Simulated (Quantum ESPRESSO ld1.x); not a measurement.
The numbers below are computed, except where a source is named.
Task: Species: Bi42+. Configuration: [Kr] 4d5. Level of theory: scalar-relativistic Kohn-Sham, LDA (Slater exchange, VWN5 correlation), spin-polarised, spherical densities, point nucleus; open shells are filled with parallel spins first (ld1.x of Quantum ESPRESSO 7.5). Some entries of the table are withheld. Estimate them.

| orbital | occ. | eigenvalue (eV) | r(max) (bohr) | <1/r> (bohr^-1) |
|---|---|---|---|---|
| 1s up | 1 | -92550.9 | 0.0096 | 103.3 |
| 1s down | 1 | -92550.6 | 0.0096 | 103.3 |
| 2s up | 1 | -18221.7 | 0.056 | 24.27 |
| 2s down | 1 | -18215.5 | 0.056 | 24.27 |
| 2p up | 3 | -15869.7 | 0.047 | 21.22 |
| 2p down | 3 | -15864.4 | 0.047 | 21.22 |
| 3s up | 1 | -5823.13 | 0.158 | 9.074 |
| 3s down | 1 | -5818.84 | 0.158 | 9.078 |
| 3p up | 3 | -5149.02 | 0.158 | 8.198 |
| 3p down | 3 | -5144.46 | 0.158 | 8.202 |
| 3d up | 5 | -4486.17 | 0.129 | 7.684 |
| 3d down | 5 | -4480.42 | 0.129 | 7.685 |
| 4s up | 1 | -2590.72 | 0.339 | 4.296 |
| 4s down | 1 | -2576.28 | 0.339 | 4.294 |
| 4p up | 3 | -2345.27 | 0.352 | (1) |
| 4p down | 3 | -2331.08 | 0.352 | (2) |
| 4d up | 5 | -2084.90 | 0.347 | 3.686 |
| 4d down | 0 | -2070.66 | 0.347 | 3.683 |

Result: 
(1) 4p up <1/r> (bohr^-1): 3.948
(2) 4p down <1/r> (bohr^-1): 3.944
